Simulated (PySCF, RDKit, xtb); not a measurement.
Pair of molecules: C2H3N (SMILES CC#N) (first 6 atoms) with CH5N (SMILES CN); geometry from B3LYP-D3(BJ)/def2-TZVP, rigid monomers moved along the line of their centres of mass till H5···N8 is 2.30 Å.
(charge 0, multiplicity 1):
```xyz
13

C      0.19250     1.30181     0.16282
C     -0.63659     0.10867     0.14241
N     -1.29260    -0.83564     0.16214
H     -0.28917     2.10573    -0.39425
H      0.32422     1.60197     1.20468
H      1.16360     1.09381    -0.28701
C      0.59826    -0.53148     3.29351
N     -0.40981     0.51101     3.08782
H      1.52109    -0.07654     3.65738
H      0.81721    -1.00803     2.33736
H      0.30640    -1.31934     3.99905
H     -0.65533     0.95026     3.96691
H     -1.25826     0.10386     2.71086
```

Monomers are frozen at their geometry in the pair; levels with a basis set take the counterpoise correction.

Rows in 6-31G* carry no dispersion term and start afresh at each structure (6-31G* with six Cartesian d functions).

Run with PySCF for 6-31G* rows; RDKit for the force fields; xtb for the GFN methods. 

One of these levels gives -9.4 kJ/mol for the interaction energy. Name it.
(A) GFN1-xTB
(B) MMFF94
(C) GFN-FF
(D) HF/6-31G*

C, GFN-FF. The others give 4.4 (MMFF94), -13.0 (GFN1-xTB), -1.8 (HF/6-31G*)
